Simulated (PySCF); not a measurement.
Cartesian coordinates in Å; atom numbers follow the order of the lines, from 1:
```xyz
13

C    -1.9453   -0.2569   -0.7505
C    -0.6162   -0.6212   -0.1375
O     0.1331    0.5606    0.0838
Si    1.6319    0.6152    0.7651
C     2.7878   -0.4305   -0.2637
N     3.4737   -1.0991   -0.9175
H    -1.7961    0.2601   -1.7097
H    -2.5076    0.4125   -0.0830
H    -2.5480   -1.1596   -0.9300
H    -0.0547   -1.2990   -0.8069
H    -0.7647   -1.1577    0.8187
H     1.6683    0.0395    2.1382
H     2.1133    2.0143    0.7211
```

Geometry: PBE0-D3(BJ)/def2-SVP; GIAO shifts from PySCF 2.14, gas phase, non-relativistic, averaged over equivalent atoms.

At KT2/pcSseg-1 (144 basis functions, 16 s wall time on 1 thread of an Arm Neoverse V2, shared host):
| atoms | δ (ppm) |
| --- | --- |
| C5 | 110.4 |
| C2 | 65.6 |
| C1 | 19.9 |
| O3 | 44.9 |
| Si4 | -55.1 |
| N6 | 343.4 |
| H12/H13 | 4.93 |
| H10/H11 | 3.94 |
| H7/H8/H9 | 1.37 |

δ = σ(ref) − σ, references computed at the same level: ¹³C (σ = 183.22 ppm), ²⁹Si (σ = 361.05 ppm), ¹H (σ = 31.18 ppm) vs TMS; ¹⁷O (σ = 330.66 ppm) vs H2O; NH3 for ¹⁵N (σ = 264.30 ppm).

Q: What do these become at LDA/pcSseg-1?

A: 
```json
{"atoms": "C5", "δ at LDA/pcSseg-1": "125.4", "change": "+15.0"}
{"atoms": "C2", "δ at LDA/pcSseg-1": "67.6", "change": "+2.0"}
{"atoms": "C1", "δ at LDA/pcSseg-1": "18.7", "change": "-1.2"}
{"atoms": "O3", "δ at LDA/pcSseg-1": "53.1", "change": "+8.2"}
{"atoms": "Si4", "δ at LDA/pcSseg-1": "-53.5", "change": "+1.6"}
{"atoms": "N6", "δ at LDA/pcSseg-1": "383.6", "change": "+40.2"}
{"atoms": "H12/H13", "δ at LDA/pcSseg-1": "5.23", "change": "+0.30"}
{"atoms": "H10/H11", "δ at LDA/pcSseg-1": "4.00", "change": "+0.06"}
{"atoms": "H7/H8/H9", "δ at LDA/pcSseg-1": "1.37", "change": "+0.00"}
```

Chemical shifts δ = σref − σ; ¹³C (σ = 180.72 ppm) and ²⁹Si (σ = 318.36 ppm) and ¹H (σ = 30.83 ppm) vs TMS; ¹⁷O (σ = 342.75 ppm) against H2O; ¹⁵N (σ = 271.91 ppm) vs NH3, all at this level.

The largest change is at N6 (nitrile nitrogen). Cost: 144 basis functions, 12 s wall time on 1 thread of an Arm Neoverse V2, shared host. The order of the carbon signals is the same at both levels.

Experimental scales use liquid or dissolved standards, which lie at an offset from isolated NH3 (liquid NH3: subtract about 20 ppm) and H2O (liquid H2O: subtract about 36 ppm). Unscaled 15N shifts of sp2 nitrogen come out 20 to 40 ppm too high even then.
